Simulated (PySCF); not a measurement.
ammonium (H₄N), SMILES [NH4+], charge +1. Atoms are numbered in the order given.

```xyz
5

N      0.0000     0.0000     0.0000
H      0.5918    -0.5918     0.5918
H     -0.5918    -0.5918    -0.5918
H     -0.5918     0.5918     0.5918
H      0.5918     0.5918    -0.5918
```
Charge +1, spin multiplicity 1.

The structure is a stationary point at B3LYP-D3(BJ)/def2-TZVPD.

Two levels are set side by side: PBE/pcJ-1 (PySCF) and PBE0/pcJ-1 (PySCF). One-bond couplings, all four terms, same geometry. Isotopes: 14N, 1H. Differences are taken from unrounded values.

| quantity | PBE0 | PBE | PBE minus PBE0 |
|---|---|---|---|
| ¹J(N1,H2) (Hz) | 55.1 | 52.8 | -2.2 |
| ¹J(N1,H3) (Hz) | 55.1 | 52.8 | -2.2 |
| ¹J(N1,H4) (Hz) | 55.1 | 52.8 | -2.2 |
| ¹J(N1,H5) (Hz) | 55.1 | 52.8 | -2.2 |

Rough cost on one machine, each run with all the roots and properties that it gave: PBE0 against PBE within a factor of 2.
